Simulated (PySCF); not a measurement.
This script is equivalent to a calculation on Rb⁺ (rubidium, charge +1).

```python
from pyscf import gto, scf, dft, mp, cc
import basis_set_exchange as bse
txt = bse.get_basis("def2-TZVP", elements=["Rb"], fmt="nwchem", header=False)
cut = txt.index("\nECP")
mol = gto.M(atom="Rb 0 0 0", charge=1, spin=0, symmetry="D2h",
            basis=gto.basis.parse(txt[:cut]),
            ecp={"Rb": gto.basis.parse_ecp(txt[cut:])})
mf = dft.UKS(mol, xc="R2SCAN")
mf.irrep_nelec = {'Ag': (1, 1), 'B1u': (1, 1), 'B2u': (1, 1), 'B3u': (1, 1)}
mf.kernel()
```

Task: What total energy does it give?

Result: -23.946 hartree (calculated).

Task: Which occupied shell lies highest, and where?

Result: 4p, at -22.219 eV.

Energies and moments cover only the electrons outside the core potential.
